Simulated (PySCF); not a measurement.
**Radial density of Ru⁺ (ruthenium, charge +1)**

UHF, [Kr] 4d7, high-spin 4F determinant. All numbers are calculated (PySCF 2.14, a scalar-relativistic core potential, in aug-cc-pVDZ-PP with ECP28MDF). This is the valence pseudo-density: the core potential removes the inner electrons and smooths the orbitals near the nucleus.

```json
{"r (bohr)": "0.0213", "4πr²ρ (e/bohr)": "1.080e-05", "4πr²(ρα − ρβ)": "0.0000"}
{"r (bohr)": "0.0359", "4πr²ρ (e/bohr)": "2.817e-05", "4πr²(ρα − ρβ)": "0.0000"}
{"r (bohr)": "0.0603", "4πr²ρ (e/bohr)": "7.251e-05", "4πr²(ρα − ρβ)": "0.0000"}
{"r (bohr)": "0.102", "4πr²ρ (e/bohr)": "0.0002896", "4πr²(ρα − ρβ)": "0.0000"}
{"r (bohr)": "0.171", "4πr²ρ (e/bohr)": "0.002938", "4πr²(ρα − ρβ)": "0.0004"}
{"r (bohr)": "0.287", "4πr²ρ (e/bohr)": "0.05945", "4πr²(ρα − ρβ)": "0.0100"}
{"r (bohr)": "0.483", "4πr²ρ (e/bohr)": "1.554", "4πr²(ρα − ρβ)": "0.1810"}
{"r (bohr)": "0.812", "4πr²ρ (e/bohr)": "11.54", "4πr²(ρα − ρβ)": "1.3543"}
{"r (bohr)": "1.37", "4πr²ρ (e/bohr)": "9.945", "4πr²(ρα − ρβ)": "2.0762"}
{"r (bohr)": "2.30", "4πr²ρ (e/bohr)": "1.980", "4πr²(ρα − ρβ)": "0.6896"}
{"r (bohr)": "3.87", "4πr²ρ (e/bohr)": "0.1461", "4πr²(ρα − ρβ)": "0.0426"}
{"r (bohr)": "6.50", "4πr²ρ (e/bohr)": "0.001572", "4πr²(ρα − ρβ)": "0.0000"}
```

Energies and moments cover only the electrons outside the core potential.
